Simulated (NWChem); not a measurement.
System: C2H4NO, doublet; SMILES C[N]C=O

Excerpt of the output:

```
             Northwest Computational Chemistry Package (NWChem) 7.3.0
             --------------------------------------------------------

                             Geometry "geometry" -> ""
                             -------------------------

 Output coordinates in angstroms (scale by  1.889725989 to convert to a.u.)

  No.       Tag          Charge          X              Y              Z
 ---- ---------------- ---------- -------------- -------------- --------------
    1 C                    6.0000     0.43082000    -1.44790500    -0.06381100
    2 N                    7.0000    -0.70607500    -0.59920400     0.02459400
    3 C                    6.0000    -0.50945100     0.75130700    -0.10194200
    4 O                    8.0000     0.50370400     1.32503900     0.24892900
    5 H                    1.0000     0.42690100    -2.17107200     0.76812200
    6 H                    1.0000     0.33038800    -2.05573400    -0.98456100
    7 H                    1.0000     1.38694400    -0.89849800    -0.10097100
    8 H                    1.0000    -1.40577100     1.29627400    -0.47301400

 Effective nuclear repulsion energy (a.u.)     113.1220272208

                                 NWChem DFT Module
                                 -----------------

 Summary of "ao basis" -> "ao basis" (spherical)
 ------------------------------------------------------------------------------
       Tag                 Description            Shells   Functions and Types
 ---------------- ------------------------------  ------  ---------------------
 C                           sto-3g                  3        5   2s1p
 N                           sto-3g                  3        5   2s1p
 O                           sto-3g                  3        5   2s1p
 H                           sto-3g                  1        1   1s

 in cosmo_initialize ...
 calling solv_data for solv:h2o

 solvent parameters
 solvname_short: h2o
 solvname_long:  water
 dielec:       78.4000
 dielecinf:     1.7769
 aqueous SMD model solvent descriptors
 dielec:       78.4000
 sola:          0.8200

          ---------------
          -cosmo- solvent
          ---------------
 Cosmo: York-Karplus, doi: 10.1021/jp992097l
 dielectric constant -eps-     =  78.40
 screen = (eps-1)/(eps    )    =   0.98724
 surface charge correction     = lagrangian

   van der Waals surface
 --------------------------

[...]

                                COSMO-SMD solvation results
                                ---------------------------

             internal energy in gas <Psi(g)|H|Psi(g)> =      -205.774558880451
         internal energy in solvent <Psi(s)|H|Psi(s)> =      -205.774162544841
                               delta internal energy  =         0.000396335610 (    0.25 kcal/mol)
   total free energy in solvent <Psi(s)|H+V/2|Psi(s)> =      -205.779907964674
 polarization energy contribution <Psi(s)|V/2|Psi(s)> =        -0.005745419833 (   -3.61 kcal/mol)
    total free energy in solvent including G(SMD-CDS) =      -205.779351160222
                       G(SMD-CDS) energy contribution =         0.000556804453 (    0.35 kcal/mol)
     1 M fixed-concentration free energy of solvation =        -0.004792279771 (   -3.01 kcal/mol)

                    DFT Final Alpha Molecular Orbital Analysis
                    ------------------------------------------

 Vector   14  Occ=1.000000D+00  E=-2.236224D-01
              MO Center= -4.1D-01, -1.3D-01,  1.1D-02, r^2= 2.2D+00
   Bfn.  Coefficient  Atom+Function         Bfn.  Coefficient  Atom+Function
  ----- ------------  ---------------      ----- ------------  ---------------
     8      0.602694  2 N  px                 7     -0.506929  2 N  s
    18      0.330737  4 O  px                 3     -0.270300  1 C  px
    20      0.269726  4 O  pz                24      0.254969  8 H  s
    23     -0.226710  7 H  s                 19     -0.195758  4 O  py
    14     -0.141757  3 C  py                12      0.133771  3 C  s

 Vector   15  Occ=1.000000D+00  E=-2.022520D-01
              MO Center= -2.1D-01, -1.7D-01,  6.6D-02, r^2= 2.1D+00
   Bfn.  Coefficient  Atom+Function         Bfn.  Coefficient  Atom+Function
  ----- ------------  ---------------      ----- ------------  ---------------
    10      0.766055  2 N  pz                20     -0.487339  4 O  pz
    22      0.245551  6 H  s                 19      0.226622  4 O  py
    21     -0.186102  5 H  s                 18      0.155363  4 O  px
     5     -0.146436  1 C  pz                 9      0.134257  2 N  py
     8      0.120067  2 N  px                23     -0.046270  7 H  s

 Vector   16  Occ=1.000000D+00  E=-1.728393D-01
              MO Center=  3.3D-02,  6.9D-01,  1.6D-01, r^2= 1.9D+00
   Bfn.  Coefficient  Atom+Function         Bfn.  Coefficient  Atom+Function
  ----- ------------  ---------------      ----- ------------  ---------------
    19      0.734128  4 O  py                18     -0.348143  4 O  px
     8      0.344917  2 N  px                 9      0.339409  2 N  py
    24     -0.251334  8 H  s                 10     -0.221000  2 N  pz
    23     -0.131367  7 H  s                 21      0.111310  5 H  s
     7     -0.091258  2 N  s                 14     -0.059593  3 C  py

 Vector   17  Occ=0.000000D+00  E= 9.719332D-02
              MO Center= -2.5D-01,  6.7D-01,  1.1D-02, r^2= 1.4D+00
   Bfn.  Coefficient  Atom+Function         Bfn.  Coefficient  Atom+Function
  ----- ------------  ---------------      ----- ------------  ---------------
    15      0.803077  3 C  pz                20     -0.580953  4 O  pz
    10     -0.431618  2 N  pz                13     -0.310825  3 C  px
    18      0.211197  4 O  px                 7     -0.137330  2 N  s
    22     -0.115788  6 H  s                  3     -0.099819  1 C  px
     2      0.093849  1 C  s                 21      0.084017  5 H  s

[...]
```

Level: B3LYP/STO-3G, spin-unrestricted, SMD on the gas-phase geometry. Structure relaxed at the PBE0/def2-SVP, spin-unrestricted level. No stability test was run on the SCF state. B3LYP is NWChem's, with the RPA form of VWN correlation. Solvent: water.

Question: Which NWChem input produces such a log?

Answer: One answer among several that fit: the input that was run:
```
start job
memory heap 200 mb stack 900 mb global 1100 mb
geometry units angstroms noautosym nocenter noautoz
  C      0.430820    -1.447905    -0.063811
  N     -0.706075    -0.599204     0.024594
  C     -0.509451     0.751307    -0.101942
  O      0.503704     1.325039     0.248929
  H      0.426901    -2.171072     0.768122
  H      0.330388    -2.055734    -0.984561
  H      1.386944    -0.898498    -0.100971
  H     -1.405771     1.296274    -0.473014
end
basis spherical
  * library sto-3g
end
dft
  odft
  mult 2
  xc b3lyp
  iterations 150
end
cosmo
  do_cosmo_smd true
  solvent water
end
task dft energy
```
